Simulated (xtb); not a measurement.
Ga(F)(Me)(OH) (CH4FGaO), SMILES [Ga]([F])([CH3])[OH]. All values are semi-empirical tight-binding results from xtb (GFN2-xTB unless named), good for trends rather than for accurate numbers. Geometry: GFN2-xTB. The structure was generated by enumeration; whether it is a known compound was not checked. The values are those of a single conformer.

The geometry has at least one imaginary mode, so it is a saddle point at that level.

For metal compounds this method's bond lengths and energies can be far off.

Problem. Estimate the properties. (The exact figures need the calculation; the answer reports its results.)

Solution. 
| Item | Value |
|---|---|
| orbital gap | 4.68 eV |
